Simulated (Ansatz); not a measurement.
Input file for Ansatz (an electronic-structure program): R-r2SCAN/def2-TZVPP on BeH2 (SMILES [BeH2]).

Ansatz 0.2 input:
```yaml
crystal:
  periodic: [false, false, false]
  atoms:
    - {symbol: Be, position_ang: [0.00000000, 0.00000000, 0.00000000]}
    - {symbol: H, position_ang: [-0.00000000, -0.00000000, -1.33008694]}
    - {symbol: H, position_ang: [0.00000000, 0.00000000, 1.33008694]}
basis:
  gaussian:
    orbitals: def2-TZVPP
hamiltonian:
  xc: {name: r2SCAN}
accuracy: high
relax: {f_tol: 0.0005, max_steps: 60}
scf: {lower_state_search: off}
output: {forces: true}
```

Output:

```
WARN ansatz: RAYON_NUM_THREADS=2 ignored (pool sized by the plan → 2); use --threads N
Functional definition: r2SCAN
these checks for a lower state are left out or cut short: stability, starts, cluster_reference, orbital_swaps, neighbouring_geometries, increment
integrals: 0.03 GiB planned
726 factors; integrals over basis functions are off by at most 1.5e-9 eV
mean field: 0.11 GiB planned
mean field evaluation 1: about -431.8661 eV, gradient 1.1e1 eV
mean field evaluation 2: about -432.3163 eV, gradient 3.8e0 eV
mean field evaluation 4: about -432.3746 eV, gradient 2.5e-2 eV
mean field evaluation 8: about -432.3744 eV, gradient 2.8e-4 eV
mean field -432.37438981 eV, -15.8894657518 hartree, gradient 1.2e-8 eV, S^2 0.000000; 0 other end points of the search recorded, 0 dependent functions left out
the calculation of the forces begins
reference -432.37439062 eV, -15.8894657814 hartree; 3, 3 occupied and 44, 44 virtual orbitals, 726 factors
relax step   1: F+E_penalty+E_count = -432.37438981 eV  Δ(F+E_penalty+E_count) = +0.000e0 eV  max|allowed force component| = 9.657e-2 eV/Å  Δτ_max = 0.0000 Å  (12 SCF iters, accepted)
these checks for a lower state are left out or cut short: stability, starts, cluster_reference, orbital_swaps, neighbouring_geometries, increment
integrals: 0.03 GiB planned
726 factors; integrals over basis functions are off by at most 1.5e-9 eV
mean field: 0.11 GiB planned
mean field evaluation 16: about -432.3751 eV, gradient 1.8e-1 eV
mean field -432.37495602 eV, -15.8894865594 hartree, gradient 2.0e-8 eV, S^2 0.000000; 0 other end points of the search recorded, 0 dependent functions left out
the calculation of the forces begins
reference -432.37495682 eV, -15.8894865890 hartree; 3, 3 occupied and 44, 44 virtual orbitals, 726 factors
relax step   2: F+E_penalty+E_count = -432.37495602 eV  Δ(F+E_penalty+E_count) = -5.662e-4 eV  max|allowed force component| = 2.490e-2 eV/Å  Δτ_max = 0.0047 Å  (17 SCF iters, accepted)
these checks for a lower state are left out or cut short: stability, starts, cluster_reference, orbital_swaps, neighbouring_geometries, increment
integrals: 0.03 GiB planned
726 factors; integrals over basis functions are off by at most 1.5e-9 eV
mean field: 0.11 GiB planned
mean field evaluation 32: about -432.3750 eV, gradient 6.5e-9 eV
mean field -432.37499689 eV, -15.8894880615 hartree, gradient 6.5e-9 eV, S^2 0.000000; 0 other end points of the search recorded, 0 dependent functions left out
the calculation of the forces begins
reference -432.37499770 eV, -15.8894880911 hartree; 3, 3 occupied and 44, 44 virtual orbitals, 726 factors
relax step   3: F+E_penalty+E_count = -432.37499689 eV  Δ(F+E_penalty+E_count) = -4.088e-5 eV  max|allowed force component| = 1.044e-4 eV/Å  Δτ_max = 0.0016 Å  (16 SCF iters, accepted)
Total energy: -432.37499770 eV, -15.8894880911 hartree
Atom 0 at     0.000000    -0.000000     0.000000 Å, force     0.000000    -0.000000     0.000000 eV/Å
Atom 1 at    -0.000000     0.000000    -1.336394 Å, force    -0.000000     0.000000    -0.000104 eV/Å
Atom 2 at    -0.000000     0.000000     1.336394 Å, force    -0.000000     0.000000     0.000104 eV/Å
Dipole moment:     0.000000    -0.000000     0.000000 e Å
Checks for a lower state left out: stability, starts, cluster_reference, orbital_swaps, neighbouring_geometries, increment
```

The calculation finished and met its thresholds.

Cost: very roughly 1.8 core-seconds.
